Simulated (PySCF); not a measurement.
# Static response to an electric field

Compound: C4H6F3N.
Geometry (GFN2-xTB, Å), atoms numbered from 1 in this order:
```xyz
14
C4H6F3N angstrom
C     -1.4395   -0.3036   -0.6218
C     -0.6495   -0.0179    0.6196
N     -1.0671    0.4924    1.6875
C      0.8195   -0.3842    0.5843
C      1.5731    0.3568   -0.5035
F      1.2947    1.6663   -0.5339
F      1.3092   -0.1125   -1.7356
F      2.9008    0.2490   -0.3434
H     -2.5064   -0.2119   -0.4294
H     -1.1678    0.4092   -1.3999
H     -1.2239   -1.3017   -0.9971
H     -2.0555    0.7317    1.7030
H      1.2654   -0.1202    1.5447
H      0.9462   -1.4538    0.4032
```

Level: PBE0/def2-SVPD (PySCF), static field, nuclei fixed, core orbitals frozen in the response. The polarisability tensor in these axes (au):

```
x   63.83 -2.07 -3.45
y   -2.07 50.16  4.53
z   -3.45  4.53 61.49
```

Problem. Give the principal values, the mean and the anisotropy Δα = √{½[(α1 − α2)² + (α2 − α3)² + (α1 − α3)²]}.

Solution. Principal values 48.52, 59.52 and 67.43 au; mean 58.49 au = 8.67 Å³ = 9.64 × 10⁻⁴⁰ C²·m²/J; Δα = 16.44 au (28 % of the mean).

Problem. What is the dipole moment, and where does it point?

Solution. (-2.10, -1.63, -0.46) D, 2.70 D in size, pointing from the negative to the positive side. Measured along this direction, the outermost atoms are F8 at the negative end and H9 at the positive end.

Problem. Along which axes do the principal values lie, and how far do the nuclei extend along each?

Solution. Largest value along (0.74, -0.25, -0.62), where the nuclei span 5.07 Å; middle along (0.67, 0.20, 0.72), 3.96 Å; least along (0.06, 0.95, -0.32), 3.27 Å. The response follows the extents in order.

Problem. What molar refraction does this α imply?

Solution. Lorentz–Lorenz: R = (4π/3)N_A α = 2.5225 cm³/(mol·Å³) × 8.67 Å³ = 21.9 cm³/mol, in the limit of long wavelengths.

Problem. What would n − 1 = 2πNα be for an ideal gas of these molecules at 273.15 K and 1 atm, electronic part alone?

Solution. N = p/kT = 2.6868 × 10¹⁹ cm⁻³, so n − 1 = 2π × N × 8.67 × 10⁻²⁴ cm³ = 1463 × 10⁻⁶ at long wavelengths.

Problem. In a dilute gas of rigid molecules at 273 K, how does the orientational term μ²/3kT compare with the electronic polarisability?

Solution. In Gaussian units μ²/3kT = 64.40 Å³ against 8.67 Å³, a ratio of 7.43; the Debye molar polarisation (4π/3)N_A(α + μ²/3kT) is 184.3 cm³/mol, leaving out the vibrational part.

Problem. Sum over states: ᾱ = Σ f/ω², ω in Eh. What share falls to these 6 lowest TDDFT singlets (eV, f)? 5.32, 0.0021; 7.18, 0.0414; 8.05, 0.0322; 8.17, 0.1656; 8.53, 0.0017; 8.60, 0.0160.

Solution. They add up to 3.03 au, 5.2 % of the 58.49 au; the largest single term is 1.84 au, from the state at 8.17 eV. Terms in order: 0.05, 0.59, 0.37, 1.84, 0.02, 0.16 au. Higher excitations give the rest. The strengths listed sum to 0.259.

Geometry: GFN2-xTB, one conformer, isolated molecule.

The run behind these numbers computed excited states as well. Time: 43 s wall (grids of density and orbitals included); peak memory 0.88 GiB. Hardware: one thread of an Arm Neoverse V1, shared host with 32 logical CPUs at a one-minute load of 19.
